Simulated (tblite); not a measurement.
CH7FP2Si.
SMILES with atom numbers: `[F:1][CH2:2][SiH:3]([PH2:4])[PH2:5]` (hydrogens: H6, H7 on C2; H8 on Si3; H9, H10 on P4; H11, H12 on P5)

Structure used (GFN2-xTB), in Å, numbered top down from 1:
```
atom  x, y, z in Å
F1     0.5836    2.4139   -0.2496
C2    -0.4778    1.5617   -0.0324
Si3   -0.0082   -0.2247   -0.6029
P4     2.0089   -0.8648    0.1843
P5    -1.7847   -1.4853   -0.0166
H6    -1.3246    1.9662   -0.5916
H7    -0.7067    1.6189    1.0361
H8     0.0807   -0.2070   -2.0703
H9     1.6635   -0.7313    1.5238
H10    2.5469    0.4095    0.1311
H11   -1.3084   -1.8197    1.2399
H12   -1.2722   -2.6380   -0.5779
```

Computed with GFN2-xTB (tblite): harmonic, unscaled wavenumbers at the GFN2-xTB geometry, gas phase. This tight-binding method is rough: wavenumbers can miss measured ones by several per cent, in bad cases by 10 to 20. Modes of hydrogen on phosphorus and silicon can be 10 to 20 % off. One conformer, not necessarily the lowest.

Harmonic wavenumbers (cm⁻¹): 50.4, 52.9, 91.9, 97.8, 103.5, 154.4, 276.9, 404.1, 499.4, 549.2, 578.9, 651.2, 684.9, 698.3, 715.4, 730.1, 755.3, 1025.7, 1125.9, 1139.0, 1190.5, 1259.5, 1435.0, 2188.3, 2273.0, 2305.8, 2367.8, 2395.2, 2938.5, 2956.4.

A = 2312, B = 1603, C = 1016 MHz; mass 127.978 u (most abundant isotopes); point group C1, symmetry number 1.

Task: What is the zero-point energy?

Result: Half the sum of the wavenumbers: 15848 cm⁻¹ = 45.31 kcal/mol.

Task: Give the ideal-gas entropy at 200 K and 1 bar in the rigid-rotor, harmonic-oscillator model (classical rotation).

Result: Translation 38.50, rotation 27.65, vibration 20.47: S = 86.6 cal/(mol K).

Task: And Cp and H(200 K) − H(0)?

Result: Cp = 25.94 cal/(mol K), of which vibrations give 17.99 (their classical limit is 30 R = 59.6); H(200 K) − H(0) = 3.66 kcal/mol without the zero-point energy, 2.07 from vibrations.

Task: Blend soft modes into free rotors: weight 1/[1 + (100 cm⁻¹/ν̃)⁴] for the oscillator and the rest for a rotor with moment μB/(μ + B), μ = h/(8π²ν), B = 10⁻⁴⁴ kg m². What vibrational entropy results?

Result: 18.52 cal/(mol K) in place of 20.47, which changes −T·S at 200 K by +0.39 kcal/mol.

Task: How do the functions run with temperature in this model?

Result: 
| T (K) | S (cal/(mol K)) | Cp (cal/(mol K)) | H − H(0) (kcal/mol) | G − H(0) (kcal/mol) | ln q(vib) |
| --- | --- | --- | --- | --- | --- |
| 150 | 79.7 | 22.4 | 2.45 | -9.50 | 3.75 |
| 250 | 92.8 | 29.4 | 5.04 | -18.15 | 6.36 |
| 298.15 | 98.2 | 32.6 | 6.54 | -22.75 | 7.52 |
| 400 | 108.6 | 38.1 | 10.15 | -33.30 | 9.83 |
| 600 | 125.6 | 45.9 | 18.60 | -56.79 | 13.95 |
| 900 | 145.8 | 53.3 | 33.57 | -97.63 | 19.29 |

q(vib) and H(0) count from the zero-point level.

Hindered rotation and anharmonicity are outside this model. Other conformers, if any are populated, would add a mixing term that is left out. The structure is chiral; the term R ln 2 for an equal mix with its mirror image is left out.

The run took 0.29 s on one thread, Arm Neoverse V2 (aarch64), no GPU (shared host). This covers the Hessian and the dipole derivatives.
